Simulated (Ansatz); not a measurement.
SiH$_{5}$SBr, singlet: at the end structure of a reaction step.

The input file, in.yaml:

```yaml
crystal:
  periodic: [false, false, false]
  atoms:
    - {symbol: Si, position_ang: [-0.781214, -0.053026, -0.895749]}
    - {symbol: Br, position_ang: [3.023509, -0.366725, 1.049475]}
    - {symbol: H, position_ang: [-0.758979, -1.457480, -1.364069]}
    - {symbol: H, position_ang: [0.404476, 0.687435, -1.388038]}
    - {symbol: H, position_ang: [-2.022784, 0.625773, -1.339843]}
    - {symbol: H, position_ang: [1.590387, -0.351094, 1.227651]}
    - {symbol: S, position_ang: [-0.739086, -0.206225, 1.250373]}
    - {symbol: H, position_ang: [-0.716208, 1.121340, 1.460099]}
basis:
  gaussian: {orbitals: def2-TZVPP}
hamiltonian: {xc: lda}
```

Launched with

```bash
ansatz run in.yaml --threads 4 --pin off --events-out ev --progress --plain --max-ram 9574MiB
```

Output of Ansatz 0.2.0:

```
Functional definition: SPW92
  name "SPW92"
  cite "Dirac, Proc. Camb. Phil. Soc. 26, 376 (1930) doi:10.1017/S0305004100016108"
  cite "Slater, Phys. Rev. 81, 385 (1951) doi:10.1103/PhysRev.81.385"
  cite "Perdew & Wang, Phys. Rev. B 45, 13244 (1992) doi:10.1103/PhysRevB.45.13244"
  exchange = slater_x
  correlation = pw_c
1243 factors; their error is unknown
mean field evaluation 1: about -88673.5607 eV, gradient 2.3e1 eV
mean field evaluation 2: about -88674.0183 eV, gradient 2.0e1 eV
mean field evaluation 4: about -88675.0519 eV, gradient 1.3e0 eV
mean field evaluation 8: about -88675.0149 eV, gradient 3.4e-2 eV
mean field -88675.01485819 eV, -3258.7466899546 hartree, gradient 7.6e-5 eV, S^2 0.000000; 0 other end points of the search recorded, 0 dependent functions left out
reference -88675.01489673 eV, -3258.7466913711 hartree; 35, 35 occupied and 167, 167 virtual orbitals, 1243 factors
Total energy: -88675.01489673 eV, -3258.7466913711 hartree
```

The run took about 0.6 s on 4 CPU threads of an Intel Xeon 6975P-C (shared host).
